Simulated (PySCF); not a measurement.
## A single-point calculation

Tl(SH)3 (singlet). PySCF 2.14.0, RKS CAM-B3LYP, Tl def2-SVP with ECP60, S def2-SVP, H def2-SVP; non-relativistic Hamiltonian with scalar-relativistic core potentials where named; density fitting; no spin-orbit coupling. Purpose: singlet excitations, Tamm-Dancoff CAM-B3LYP.

```python
mol = gto.M(atom='''
Tl     0.70831    -0.20323     0.15562
S     -0.58058     0.34897     2.22251
H     -1.71817     0.60751     1.52607
S     -0.42993    -0.37147    -2.06736
H     -1.65783    -0.16381    -1.52485
S      3.15839    -0.60576     0.34556
H      3.28385    -0.83875    -0.98624''',
    basis={'Tl': 'def2-SVP', 'S': 'def2-SVP', 'H': 'def2-SVP'},
    ecp={'Tl': 'def2-SVP'},
    charge=0, spin=0)
mf = dft.RKS(mol, xc='CAMB3LYP')
mf.grids.atom_grid = (50, 194)
mf = mf.density_fit()  # fitting sets: Tl def2-universal-JKFIT, S def2-universal-JKFIT, H def2-universal-JKFIT
mf.conv_tol = 1e-08; mf.max_cycle = 55
mf.kernel(dm0)  # dm0: converged density of the relaxed state
td = mf.TDA(); td.nstates = 8; td.kernel()
```

Run from Python with OMP_NUM_THREADS=2; the lines above give its settings. Where DIIS fails, smearing, a level shift and second-order steps follow.
It took 44 s on 2 threads of Arm Neoverse V1, on a shared host, from an already converged density.

Problem. Where do the frontier levels lie, over both spins?

Solution. HOMO -8.63 eV, LUMO -1.78 eV. 

Problem. What does the SCF print?

Solution. 
```
init E= -1368.5492567696
cycle= 1 E= -1368.55362213691  delta_E= -0.00437  |g|= 0.0246  |ddm|= 0.275
cycle= 2 E= -1368.55387412245  delta_E= -0.000252  |g|= 0.0153  |ddm|= 0.0665
cycle= 3 E= -1368.55395142352  delta_E= -7.73e-05  |g|= 0.00491  |ddm|= 0.0311
cycle= 4 E= -1368.55396129814  delta_E= -9.87e-06  |g|= 0.00127  |ddm|= 0.00972
cycle= 5 E= -1368.55396197424  delta_E= -6.76e-07  |g|= 0.000212  |ddm|= 0.00352
cycle= 6 E= -1368.5539619931  delta_E= -1.89e-08  |g|= 6.87e-05  |ddm|= 0.000425
cycle= 7 E= -1368.55396199505  delta_E= -1.95e-09  |g|= 2.42e-05  |ddm|= 0.000161
Extra cycle  E= -1368.55396199507  delta_E= -2.64e-11  |g|= 2.42e-05  |ddm|= 6.99e-05
converged SCF energy = -1368.55396199507
```

Problem. What are the Mulliken charges and spins?

Solution. 
```tsv
atom	charge (e)	spin (e)
Tl1	0.377	0.000
S2	-0.197	0.000
H3	0.070	0.000
S4	-0.203	0.000
H5	0.072	0.000
S6	-0.198	0.000
H7	0.079	0.000
```

Problem. Which singlet excitations follow (Tamm-Dancoff, 8 states)?

Solution. 
```
state    eV  oscillator strength
    1  3.59               0.0003
    2  3.60               0.0003
    3  4.22               0.0167
    4  4.97               0.0951
    5  5.06               0.0589
    6  5.90               0.0011
    7  6.09               0.0044
    8  6.22               0.0027
```

The geometry was relaxed with TPSS (Tl def2-SVP with ECP60, S def2-SVP, H def2-SVP).
